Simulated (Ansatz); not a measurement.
Method: frozen-core CCSD(T)/def2-TZVPP // PBE-D3(BJ)/def2-TZVP run with Ansatz (a quantum-chemistry and plane-wave program).

Ansatz 0.2 input:
```yaml
crystal:
  periodic: [false, false, false]
  atoms:
    - { symbol: O, position_ang: [1.220737, 0.07296, 0.418619] }
    - { symbol: Si, position_ang: [-0.357814, 0.006237, 0.050463] }
    - { symbol: F, position_ang: [-0.777966, -1.390523, -0.585394] }
    - { symbol: F, position_ang: [-0.790747, 1.131654, -0.987702] }
    - { symbol: F, position_ang: [-1.162261, 0.217071, 1.397793] }
    - { symbol: H, position_ang: [1.868053, -0.037399, -0.293777] }
basis:
  gaussian: { orbitals: def2-TZVPP }
correlation:
  method: ccsd_t
```

Output:

```
Functional definition: HF
1151 factors; integrals over basis functions are off by at most 1.1e-3 eV
mean field evaluation 1: about -18041.5437 eV, gradient 5.0e1 eV
mean field evaluation 2: about -18041.7146 eV, gradient 5.1e1 eV
mean field evaluation 4: about -18045.4621 eV, gradient 2.2e0 eV
mean field evaluation 8: about -18045.5035 eV, gradient 1.8e-1 eV
mean field evaluation 16: about -18043.9949 eV, gradient 3.0e1 eV
mean field -18045.50357426 eV, -663.1600246725 hartree, gradient 2.6e-6 eV, S^2 0.000000; 0 other end points of the search recorded, 0 dependent functions left out
9 core orbitals not correlated
reference -18045.50357426 eV, -663.1600246725 hartree; 16, 16 occupied and 155, 155 virtual orbitals, 1151 factors
second order -29.86572208 eV of doubles, -0.00000000 eV of singles
cycle   1  -29.29986996 eV  change    5.7e-1 eV  update   1.0e-1
cycle   2  -29.84004394 eV  change   -5.4e-1 eV  update   2.7e-2
cycle   3  -29.96228959 eV  change   -1.2e-1 eV  update   1.3e-2
cycle   4  -29.94314524 eV  change    1.9e-2 eV  update   2.3e-3
cycle   5  -29.94115585 eV  change    2.0e-3 eV  update   8.5e-4
cycle   6  -29.94184653 eV  change   -6.9e-4 eV  update   2.3e-4
cycle   7  -29.94175328 eV  change    9.3e-5 eV  update   7.0e-5
cycle   8  -29.94169667 eV  change    5.7e-5 eV  update   2.0e-5
cycle   9  -29.94169164 eV  change    5.0e-6 eV  update   7.0e-6
perturbative correction -0.88211921 eV, -0.0324172830 hartree
Total energy: -18076.32738511 eV, -664.2927788280 hartree
```

Cost: around 3 core-minutes (rough).
